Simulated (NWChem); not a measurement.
# cyclooctane (C$_{8}$H$_{16}$); SMILES C1CCCCCCC1

```xyz
24

C     -1.6534    -0.4813     0.6058
C     -0.7455     0.1837     1.6454
C      0.7455    -0.1837     1.6454
C      1.6534     0.4813     0.6058
C      1.8125    -0.2063    -0.7516
C      0.5317    -0.5541    -1.5139
C     -0.5317     0.5541    -1.5139
C     -1.8125     0.2063    -0.7516
H     -2.6655    -0.5697     1.0352
H     -1.3178    -1.5238     0.4638
H     -1.1349    -0.0910     2.6398
H     -0.8497     1.2834     1.5886
H      1.1349     0.0910     2.6398
H      0.8497    -1.2834     1.5886
H      2.6655     0.5697     1.0352
H      1.3178     1.5238     0.4638
H      2.4026    -1.1301    -0.6181
H      2.4371     0.4519    -1.3816
H      0.8102    -0.8187    -2.5467
H      0.0994    -1.4775    -1.0945
H     -0.0994     1.4775    -1.0945
H     -0.8102     0.8187    -2.5467
H     -2.4371    -0.4519    -1.3816
H     -2.4026     1.1301    -0.6181
```
Atoms are numbered in this order, from 1.

All runs: NWChem. Medium grid unless said otherwise, to which SCAN and Minnesota functionals are sensitive. All runs use the structure optimised with PBE0/def2-SVP. No frequency run checked for a minimum. Total energies of different functionals are on different scales.

| level | energy (Ha) | highest occupied level (eV) | orbital gap (eV) | dipole (D) |
|---|---|---|---|---|
| B3LYP/def2-SVP | -314.2622 | -8.05 | 9.33 | 0.06 |
| PBE/def2-SVP | -313.8068 | -6.87 | 7.62 | 0.07 |
| B97-2/def2-SVP | -314.1570 | -8.02 | 9.65 | 0.07 |
| TPSSh/def2-SVP | -314.2973 | -7.57 | 8.91 | 0.06 |
| M05-2X/def2-SVP | -314.1884 | -9.61 | 12.20 | 0.07 |
| MPW1K/def2-SVP | -314.2096 | -9.28 | 11.50 | 0.07 |
| PW6B95/def2-SVP | -314.6580 | -8.36 | 9.94 | 0.06 |
| r2SCAN/def2-SVP | -314.0550 | ___ | ___ | 0.07 |
| RPBE/def2-SVP | -314.2717 | -6.86 | 7.61 | 0.07 |

**Question.** Some entries are withheld; supply them.

**Answer.** 
- r2SCAN/def2-SVP, highest occupied level (eV): -7.16
- r2SCAN/def2-SVP, orbital gap (eV): 8.49
